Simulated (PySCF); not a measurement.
Isomers of C3H5FN2Si, mass 116.021 u with the commonest isotopes. Level of theory: CAM-B3LYP/def2-SVPD in PySCF (dipole) on a GFN2-xTB geometry, gas phase. One conformer each, none proved a minimum here; rigid rotors.

Question: Order these by rotational constant B, smallest first.
A. `[N:1]#[C:2]/[C:3]([CH2:4][F:5])=[N:6]/[SiH3:7]` with C2–C3–C4–F5 -179°
B. `[N:1]#[C:2]/[CH:3]=[C:4](\[F:5])[SiH2:6][NH2:7]` with C3–C4–Si6–N7 -21°, C4–Si6–N7–H -53° and 169°
C. `[N:1]#[C:2][C@@H:3]([F:4])/[CH:5]=[N:6]\[SiH3:7]` with C2–C3–C5–N6 71°
D. `[N:1]#[C:2][C@@H:3]([F:4])/[CH:5]=[N:6]/[SiH3:7]` with C2–C3–C5–N6 84°
E. `[N:1]#[C:2]/[C:3]([CH2:4][F:5])=[N:6]\[SiH3:7]` with C2–C3–C4–F5 -24°
F. `FC1=NC=CN1[SiH3]`

Answer: D (1030 MHz), B (1152 MHz), E (1305 MHz), C (1394 MHz), A (1497 MHz), F (2101 MHz).

Question: Order these by rotational constant C, smallest first.
A. `[N:1]#[C:2][C@@H:3]([F:4])/[CH:5]=[N:6]\[SiH3:7]` with C2–C3–C5–N6 71°
B. `[N:1]#[C:2]/[C:3]([CH2:4][F:5])=[N:6]/[SiH3:7]` with C2–C3–C4–F5 -179°
C. `[N:1]#[C:2]/[C:3]([CH2:4][F:5])=[N:6]\[SiH3:7]` with C2–C3–C4–F5 -24°
D. `[N:1]#[C:2][C@@H:3]([F:4])/[CH:5]=[N:6]/[SiH3:7]` with C2–C3–C5–N6 84°
E. `[F:1][SiH2:2][n:3]1[cH:4][cH:5][n:6][cH:7]1` with F1–Si2–N3–C4 180°
F. `Fc1nccn1[SiH3]`
G. `[N:1]#[C:2]/[CH:3]=[C:4](\[F:5])[SiH2:6][NH2:7]` with C3–C4–Si6–N7 -21°, C4–Si6–N7–H -53° and 169°
H. `[F:1][SiH2:2][c:3]1[cH:4][nH:5][cH:6][n:7]1` with F1–Si2–C3–C4 0°

Answer: D (860.3 MHz), G (946.1 MHz), C (991.8 MHz), B (1027 MHz), A (1086 MHz), H (1142 MHz), E (1231 MHz), F (1375 MHz).

Question: Order these by out-of-plane moment Σ m c² = (Ia + Ib − Ic)/2, smallest first.
A. `[N:1]#[C:2][C@@H:3]([F:4])/[CH:5]=[N:6]\[SiH3:7]` with C2–C3–C5–N6 71°
B. `[N:1]#[C:2]/[C:3]([CH2:4][F:5])=[N:6]/[SiH3:7]` with C2–C3–C4–F5 -179°
C. `[N:1]#[C:2]/[CH:3]=[C:4](\[F:5])[SiH2:6][NH2:7]` with C3–C4–Si6–N7 -21°, C4–Si6–N7–H -53° and 169°
D. `[F:1][SiH2:2][n:3]1[cH:4][cH:5][n:6][cH:7]1` with F1–Si2–N3–C4 180°
E. `[N:1]#[C:2][C@@H:3]([F:4])/[CH:5]=[N:6]/[SiH3:7]` with C2–C3–C5–N6 84°
F. `[N:1]#[C:2]/[C:3]([CH2:4][F:5])=[N:6]\[SiH3:7]` with C2–C3–C4–F5 -24°

Answer: D (3.12 u·Å²), B (4.63 u·Å²), C (5.88 u·Å²), F (6.68 u·Å²), E (11.56 u·Å²), A (22.46 u·Å²).

```
                 SMILES  point group  Ia (u·Å²)  Ib (u·Å²)  Ic (u·Å²)      κ  μa (D)  μb (D)  μc (D)
     N#C/C(CF)=N/[SiH3]           Cs     164.07     337.49     492.30  -0.54    1.76    2.11    0.04
N#C[C@@H](F)/C=N\[SiH3]           C1     147.98     362.50     465.56  -0.74    1.25    1.85    1.51
         F[SiH2]n1ccnc1           Cs      80.69     335.95     410.40  -0.89    2.16    3.16    0.00
      F[SiH2]c1c[nH]cn1           Cs      81.87     366.87     442.70  -0.91    3.45    2.03    0.00
N#C[C@@H](F)/C=N/[SiH3]           C1     119.66     490.88     587.43  -0.90    2.66    2.16    0.15
     N#C/C(CF)=N\[SiH3]           C1     135.55     387.39     509.58  -0.77    1.55    2.75    0.60
     N#C/C=C(\F)[SiH2]N           C1     107.42     438.51     534.17  -0.89    5.91    1.60    0.41
         Fc1nccn1[SiH3]           Cs     132.96     240.51     367.50  -0.40    3.30    2.42    0.00
```
